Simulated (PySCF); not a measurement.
**Spinor energies of W⁵⁸⁺ (tungsten, charge +58)**

Start: [Ne] 3s2 3p4; 3p1/2 filled at m_j = -1/2, +1/2; 3p3/2 filled at m_j = +1/2, +3/2. Calculated with PySCF 2.14 in an uncontracted even-tempered set (18 s from 18 bohr⁻², ratio 2.4; 14 p from 23 bohr⁻², ratio 2.4; 4 d from 81 bohr⁻², ratio 2.6; 4 f from 120 bohr⁻², ratio 2.6): generalised Hartree-Fock with the X2C-1e Hamiltonian and a Gaussian nucleus; one run each with spin-orbit coupling (SO) switched off, then screened by Boettger's factors.

```csv
spinor shell,electrons,"ε, spin-free (eV)","ε, screened SO (eV)",weight of nominal j (screened SO),"rms radius, screened SO (bohr)"
1s1/2,2,-74384.6,-74356.9,1.000,0.0208
2s1/2,2,-16507.9,-16497.1,1.000,0.0828
2p1/2,2,-15001.1,-15988.8,1.000,0.0702
2p3/2,4,-15001.1,-14594.1,1.000,0.0773
3s1/2,2,-6531.4,-6527.5,1.000,0.200
3p1/2,2,-6090.0,-6336.8,1.000,0.189
3p3/2,2,-6090.0,-5983.8,1.000,0.201
```

```json
{"quantity": "E (hartree)", "spin-free": "-12495.71728", "screened SO": "-12521.64582"}
{"quantity": "M_J", "spin-free": "2", "screened SO": "2"}
{"quantity": "⟨J²⟩", "spin-free": "6.000", "screened SO": "6.001"}
{"quantity": "⟨L²⟩", "spin-free": "2.000", "screened SO": "3.295"}
{"quantity": "⟨S²⟩", "spin-free": "2.000", "screened SO": "1.408"}
```

Each row is a mean over spinors that exchange with the open shell spreads, by up to 38.801 eV (3s1/2).

Breit and QED terms are absent; they matter most for the inner s and p1/2 levels.

Densities and radii are taken from the X2C orbitals without a picture-change correction, which distorts them close to the nucleus.

Without spin-orbit coupling the j labels of p, d and f shells carry no meaning; the spin-free column gives the mean over the occupied spinors of each nl shell.
